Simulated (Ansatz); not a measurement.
Molecule: ScCl (charge 0, singlet). 
Coordinates optimised at B3LYP-D3(BJ)/def2-TZVP (Ansatz, a program for electronic structure):
```
Sc
Cl 1 2.2318
```
Charge 0, spin multiplicity 1.

Basis-set convergence of Hartree-Fock and MP2 correlation energies (hartree) with Ansatz. Cores are frozen in the correlated levels unless marked. Spin-orbit coupling is left out. Frozen are the shells of the preceding noble gas and the d and f shells that filled before the atom's block. Non-relativistic.

The Hartree-Fock reference is unstable (checked in the largest basis), which strains HF and MP2. 

```tsv
basis	functions	E(HF)	E(corr, MP2)
def2-SVP	49	-1219.04955	-0.17721
def2-TZVPP	106	-1219.30837	-0.24426
def2-QZVPP	163	-1219.33477	-0.26611
```

Extrapolating the two largest sets (X = 3 and 4) as X^-3: E(corr) = (64·(-0.26611) - 27·(-0.24426))/37 = -0.2821 Eh, an estimate of the basis-set limit. The largest set recovers 94.3 % of it, the smallest 62.8 %.
